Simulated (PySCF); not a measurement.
A geometry optimisation, step by step.

Compound: C3H6BNO2.
Bonds: N1–C2 (triple), C2–C3, C3–C4, C4–B5, B5–O6, B5–O7. Hydrogens: H8, H9 on C3; H10, H11 on C4; H12 on O6; H13 on O7.

Computed by this run: PySCF 2.14.0, PBE0-D3(BJ)/def2-SVP geometry optimisation, gas phase; density fitting, grid level 1; the optimiser is geomeTRIC in internal coordinates, started from a GFN2-xTB structure with every atom displaced at random (about 0.01 Å). The frame can shift and turn from step to step; on so coarse a grid that alone can change the energy by a few meV, and forces under 0.02 eV/Å are noise.

Step 0: E = -9453.9995 eV, largest atomic force 6.759 eV/Å
```
atom  x, y, z in Å  |  force x, y, z in eV/Å
N1     -3.355    1.130    0.248   -5.402   3.920   1.064
C2     -2.465    0.486    0.070    4.440  -3.401  -0.885
C3     -1.305   -0.315   -0.147    2.068   0.862   0.919
C4      0.014    0.562   -0.140   -1.347  -1.103   0.263
B5      1.323   -0.290   -0.377    0.496   1.320   0.282
O6      1.238   -1.609   -0.550   -0.070  -1.117  -0.168
O7      2.567    0.290   -0.388   -0.046   0.003  -0.049
H8     -1.206   -1.059    0.646   -0.161  -0.291   0.124
H9     -1.379   -0.829   -1.074   -0.162  -0.749  -1.159
H10    -0.119    1.321   -0.903    0.167   0.528  -0.447
H11     0.027    1.096    0.822    0.264   0.077   0.040
H12     2.091   -2.048   -0.672   -0.140   0.195   0.025
H13     2.575    1.248   -0.268   -0.108  -0.243  -0.008
```

Step 1: E = -9454.2527 eV, largest atomic force 0.803 eV/Å
```
atom  x, y, z in Å  |  force x, y, z in eV/Å
N1     -3.363    1.104    0.564    0.521  -0.437  -0.124
C2     -2.429    0.441    0.363   -0.592   0.503   0.200
C3     -1.224   -0.333    0.106    0.137  -0.185  -0.455
C4      0.025    0.542   -0.055   -0.016   0.066  -0.150
B5      1.312   -0.264   -0.511   -0.377  -0.428  -0.113
O6      1.203   -1.617   -0.663   -0.071   0.363   0.131
O7      2.504    0.311   -0.813    0.190   0.146  -0.002
H8     -1.090   -1.071    0.913    0.005   0.010  -0.010
H9     -1.378   -0.921   -0.823   -0.022   0.103   0.299
H10    -0.176    1.338   -0.802    0.030  -0.135   0.110
H11     0.226    1.079    0.884    0.053   0.077   0.118
H12     2.028   -1.994   -0.982    0.135  -0.110  -0.039
H13     2.510    1.269   -0.737    0.009   0.026   0.034
```

Step 2: E = -9454.2663 eV, largest atomic force 0.206 eV/Å
```
atom  x, y, z in Å  |  force x, y, z in eV/Å
N1     -3.362    1.087    0.600    0.110  -0.120  -0.033
C2     -2.428    0.438    0.376   -0.132   0.144   0.065
C3     -1.225   -0.331    0.088    0.041  -0.039  -0.075
C4      0.021    0.544   -0.078   -0.050   0.014  -0.054
B5      1.303   -0.264   -0.531   -0.013  -0.181   0.044
O6      1.213   -1.616   -0.663   -0.002   0.141   0.000
O7      2.503    0.322   -0.800    0.059   0.065  -0.017
H8     -1.077   -1.068    0.892    0.000  -0.012   0.011
H9     -1.401   -0.923   -0.826   -0.006   0.027   0.039
H10    -0.180    1.337   -0.821    0.000  -0.012   0.004
H11     0.229    1.082    0.864    0.016  -0.015  -0.007
H12     2.048   -2.000   -0.954   -0.013  -0.003   0.014
H13     2.505    1.278   -0.701   -0.011  -0.007   0.009
```

Step 3: E = -9454.2682 eV, largest atomic force 0.070 eV/Å
```
atom  x, y, z in Å  |  force x, y, z in eV/Å
N1     -3.367    1.061    0.621   -0.059   0.015   0.012
C2     -2.429    0.427    0.383    0.067  -0.014  -0.011
C3     -1.223   -0.334    0.076    0.005   0.005   0.057
C4      0.017    0.546   -0.094   -0.020   0.031  -0.013
B5      1.306   -0.258   -0.533    0.005  -0.013   0.036
O6      1.211   -1.606   -0.661    0.064   0.005  -0.027
O7      2.509    0.334   -0.790   -0.021  -0.024   0.004
H8     -1.065   -1.071    0.879    0.003  -0.008  -0.004
H9     -1.407   -0.925   -0.833   -0.009  -0.003  -0.039
H10    -0.184    1.337   -0.837   -0.008   0.008  -0.015
H11     0.226    1.084    0.848   -0.003   0.000  -0.009
H12     2.048   -2.000   -0.935   -0.014  -0.003   0.007
H13     2.505    1.289   -0.682   -0.011   0.001   0.002
```

Step 4: E = -9454.2690 eV, largest atomic force 0.152 eV/Å
```
atom  x, y, z in Å  |  force x, y, z in eV/Å
N1     -3.373    1.044    0.639   -0.106   0.065   0.028
C2     -2.431    0.421    0.390    0.122  -0.081  -0.043
C3     -1.225   -0.336    0.069   -0.021   0.015   0.088
C4      0.012    0.546   -0.107    0.006  -0.031   0.009
B5      1.307   -0.258   -0.532    0.063   0.080  -0.008
O6      1.232   -1.605   -0.662   -0.031  -0.061   0.003
O7      2.507    0.346   -0.776   -0.016  -0.008   0.013
H8     -1.060   -1.075    0.869    0.006  -0.005  -0.014
H9     -1.416   -0.925   -0.841   -0.011  -0.010  -0.052
H10    -0.190    1.334   -0.852    0.000  -0.003  -0.020
H11     0.220    1.086    0.834   -0.006   0.011  -0.005
H12     2.076   -1.992   -0.922   -0.006   0.017   0.003
H13     2.490    1.300   -0.663    0.002   0.010  -0.004
```

Step 5: E = -9454.2696 eV, largest atomic force 0.071 eV/Å
```
atom  x, y, z in Å  |  force x, y, z in eV/Å
N1     -3.378    1.025    0.645   -0.045   0.031   0.012
C2     -2.432    0.410    0.391    0.053  -0.044  -0.020
C3     -1.224   -0.341    0.065   -0.015   0.005   0.035
C4      0.009    0.547   -0.111    0.015  -0.016   0.018
B5      1.310   -0.251   -0.530    0.024   0.065  -0.005
O6      1.237   -1.599   -0.658   -0.017  -0.047   0.001
O7      2.509    0.356   -0.768   -0.017  -0.009   0.011
H8     -1.054   -1.083    0.861    0.007  -0.005  -0.013
H9     -1.415   -0.925   -0.848   -0.004   0.001  -0.017
H10    -0.196    1.332   -0.860    0.000  -0.008  -0.012
H11     0.212    1.091    0.828   -0.010   0.014  -0.006
H12     2.082   -1.986   -0.913    0.006   0.009  -0.001
H13     2.488    1.310   -0.657    0.003   0.005  -0.004
```

Step 6: E = -9454.2703 eV, largest atomic force 0.084 eV/Å
```
atom  x, y, z in Å  |  force x, y, z in eV/Å
N1     -3.393    0.971    0.659    0.067  -0.026  -0.020
C2     -2.437    0.375    0.393   -0.078   0.017   0.027
C3     -1.222   -0.356    0.052    0.001  -0.005  -0.054
C4     -0.001    0.549   -0.124    0.023   0.005   0.032
B5      1.317   -0.232   -0.521   -0.034   0.012  -0.004
O6      1.258   -1.583   -0.644    0.003  -0.006   0.001
O7      2.511    0.388   -0.742   -0.002  -0.001   0.001
H8     -1.036   -1.107    0.837    0.003  -0.005  -0.004
H9     -1.412   -0.930   -0.870    0.007   0.010   0.035
H10    -0.213    1.323   -0.883    0.003  -0.010  -0.002
H11     0.187    1.107    0.811   -0.015   0.013  -0.007
H12     2.111   -1.961   -0.886    0.018  -0.002  -0.003
H13     2.477    1.343   -0.637    0.004  -0.002  -0.002
```

Step 7: E = -9454.2707 eV, largest atomic force 0.106 eV/Å
```
atom  x, y, z in Å  |  force x, y, z in eV/Å
N1     -3.403    0.931    0.666    0.083  -0.032  -0.025
C2     -2.441    0.347    0.392   -0.097   0.024   0.034
C3     -1.220   -0.369    0.043    0.009  -0.002  -0.066
C4     -0.009    0.550   -0.131    0.015   0.009   0.029
B5      1.321   -0.218   -0.513   -0.041  -0.015  -0.003
O6      1.278   -1.569   -0.635    0.009   0.015   0.002
O7      2.511    0.414   -0.724    0.005   0.004  -0.006
H8     -1.024   -1.125    0.820    0.001  -0.003   0.003
H9     -1.407   -0.937   -0.884    0.010   0.007   0.039
H10    -0.226    1.314   -0.899    0.003  -0.006   0.001
H11     0.165    1.118    0.800   -0.012   0.007  -0.005
H12     2.137   -1.938   -0.867    0.015  -0.004  -0.002
H13     2.467    1.369   -0.623    0.002  -0.003   0.000
```

Step 8: E = -9454.2710 eV, largest atomic force 0.060 eV/Å
```
atom  x, y, z in Å  |  force x, y, z in eV/Å
N1     -3.415    0.880    0.670    0.046  -0.015  -0.013
C2     -2.447    0.308    0.389   -0.057   0.008   0.017
C3     -1.217   -0.388    0.032    0.010   0.001  -0.037
C4     -0.020    0.550   -0.138   -0.001   0.009   0.009
B5      1.325   -0.199   -0.504   -0.022  -0.030  -0.001
O6      1.305   -1.551   -0.623    0.010   0.025   0.002
O7      2.508    0.450   -0.703    0.008   0.006  -0.010
H8     -1.008   -1.147    0.802   -0.002   0.002   0.008
H9     -1.398   -0.951   -0.898    0.007  -0.002   0.020
H10    -0.242    1.302   -0.916    0.001   0.001   0.003
H11     0.133    1.132    0.788   -0.003  -0.002  -0.001
H12     2.174   -1.904   -0.847    0.004  -0.003   0.001
H13     2.450    1.404   -0.605   -0.002  -0.001   0.002
```

Step 9: E = -9454.2711 eV, largest atomic force under 0.02 eV/Å
```
atom  x, y, z in Å  |  force x, y, z in eV/Å
N1     -3.420    0.857    0.666    0.003   0.001  -0.001
C2     -2.451    0.289    0.386   -0.007  -0.005  -0.002
C3     -1.215   -0.398    0.028    0.006   0.002  -0.004
C4     -0.026    0.549   -0.139   -0.008   0.004  -0.006
B5      1.326   -0.189   -0.500   -0.001  -0.019  -0.001
O6      1.319   -1.542   -0.619    0.005   0.016   0.002
O7      2.504    0.469   -0.698    0.004   0.005  -0.006
H8     -1.000   -1.156    0.799   -0.002   0.004   0.008
H9     -1.391   -0.963   -0.901    0.004  -0.006   0.002
H10    -0.250    1.296   -0.922   -0.002   0.004   0.003
H11     0.118    1.137    0.785    0.004  -0.006   0.002
H12     2.192   -1.886   -0.840   -0.002  -0.001   0.003
H13     2.440    1.422   -0.599   -0.003   0.001   0.001
```

Q: Summarise the path.

A: The energy falls by 6.26 kcal/mol from step 0 to step 9; nine tenths of that is first reached at step 1. It falls at every step. The largest force goes from 6.759 to under 0.02 eV/Å. Among the bonds C3–C4 changes most, from 1.584 to 1.530 Å; the atoms move by 0.039 Å rms after alignment.

The cost below is that of the whole optimisation. Time: 59 s wall; peak memory 0.52 GiB. Hardware: one thread of an Arm Neoverse V1, shared host.
